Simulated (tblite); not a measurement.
Compound: C5H6F4O.
SMILES with atom numbers: `[F:1][C@@H:2]1[O:3][CH2:4][C@H:5]1[CH2:6][C:7]([F:8])([F:9])[F:10]` (hydrogens: H11 on C2; H12, H13 on C4; H14 on C5; H15, H16 on C6)

Computed with GFN2-xTB (tblite), gas phase: nudged elastic band of 9 images (0 to 8), spring 0.2 eV/Å², climbing image at the end, force threshold 0.05 eV/Å. The top image wasn't refined or checked by frequencies; at this threshold it can lie a kcal/mol or more above the true saddle point of the method.

The band describes a rotation about C5–C6 (four-membered-ring carbon, chain CH2 carbon), followed by the dihedral C4–C5–C6–C7, from the optimised start (-79°) to a second optimised geometry at 47°.

Problem. Give the energy profile along the converged band.

Solution. 
```json
{"image": "0", "dihedral (°)": "-79", "E (kcal/mol)": "0.00", "C5–C6 (Å)": "1.521", "C4···C7 (Å)": "3.29", "largest true force (eV/Å)": "0.01"}
{"image": "1", "dihedral (°)": "-65", "E (kcal/mol)": "0.42", "C5–C6 (Å)": "1.523", "C4···C7 (Å)": "3.19", "largest true force (eV/Å)": "0.04"}
{"image": "2", "dihedral (°)": "-51", "E (kcal/mol)": "1.59", "C5–C6 (Å)": "1.527", "C4···C7 (Å)": "3.13", "largest true force (eV/Å)": "0.05"}
{"image": "3", "dihedral (°)": "-35", "E (kcal/mol)": "2.91", "C5–C6 (Å)": "1.530", "C4···C7 (Å)": "3.06", "largest true force (eV/Å)": "0.05"}
{"image": "4", "dihedral (°)": "-17", "E (kcal/mol)": "3.74", "C5–C6 (Å)": "1.533", "C4···C7 (Å)": "3.02", "largest true force (eV/Å)": "0.05"}
{"image": "5", "dihedral (°)": "1", "E (kcal/mol)": "3.66", "C5–C6 (Å)": "1.532", "C4···C7 (Å)": "3.01", "largest true force (eV/Å)": "0.04"}
{"image": "6", "dihedral (°)": "17", "E (kcal/mol)": "2.81", "C5–C6 (Å)": "1.528", "C4···C7 (Å)": "3.04", "largest true force (eV/Å)": "0.04"}
{"image": "7", "dihedral (°)": "33", "E (kcal/mol)": "2.12", "C5–C6 (Å)": "1.526", "C4···C7 (Å)": "3.11", "largest true force (eV/Å)": "0.04"}
{"image": "8", "dihedral (°)": "47", "E (kcal/mol)": "1.92", "C5–C6 (Å)": "1.524", "C4···C7 (Å)": "3.19", "largest true force (eV/Å)": "0.01"}
```

Barriers of this band. The top is image 4 at -17°: 3.74 kcal/mol forward and 1.82 kcal/mol back; the end lies 1.92 kcal/mol above the start. The central bond is 0.012 Å longer at the top than at the start.

Problem. What rate follows at 250 K for crossing this barrier forward?

Solution. Taking the electronic barrier for the free energy of activation (no zero-point or entropy terms, transmission 1), rate = (kT/h)·exp(−ΔE/kT) ≈ 3 × 10^9 s⁻¹, whose inverse is 4 × 10^-10 s. An error of 1 kcal/mol in the barrier changes this by a factor of 7, and the method and the loose band can each miss by that much or more.

Problem. How would the two end points share their population at 250 K, from these energies alone?

Solution. exp(−ΔE/kT) with ΔE = 0.083 eV gives 0.021 for the higher one (end) against 1 for the lower, without vibrational, rotational or degeneracy terms.

Problem. How long is the path, and how are the images spaced?

Solution. Cartesian distances between aligned neighbours (all atoms, Å): 0.74, 0.77, 0.80, 0.80, 0.76, 0.76, 0.75, 0.63; the sum is 6.01 Å, and the top lies 52 % of the way along.

The cost below is that of the whole band run. Hardware: one thread, Intel Xeon 6975P-C (x86_64), no GPU, on a shared host. Cost: 2.2 s of wall time, 0.18 GiB resident at most.
